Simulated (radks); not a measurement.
Exchange energies: the exact (Fock) value of the Kohn-Sham orbitals and density-functional approximations, in hartree. Species: Eu+ [Xe] 4f7 6s1; Ru3+ [Kr] 4d5. All-electron calculation, non-relativistic Kohn-Sham, LDA (Slater exchange, Perdew-Wang correlation), spin-polarised, spherical densities, point nucleus. Program: a radial shooting solver on a logarithmic mesh with Libxc functionals. Every spin shell is full or empty, so the densities are truly spherical. Functionals are evaluated on that one density, not self-consistently.

functional,Eu+,Ru3+
exact,-230.122,-128.267
LDA,-220.48,-121.65
PBE,-229.58,-127.68
RPBE,-229.93,-127.96
OPTX,-234.01,-129.64
SOGGA,-225.75,-125.16
G96,-231.41,-128.67
EV93,-229.48,-127.99
APBE,-231.12,-128.67
revTPSS,-228.32,-127.10
r2SCAN,-230.04,-128.16
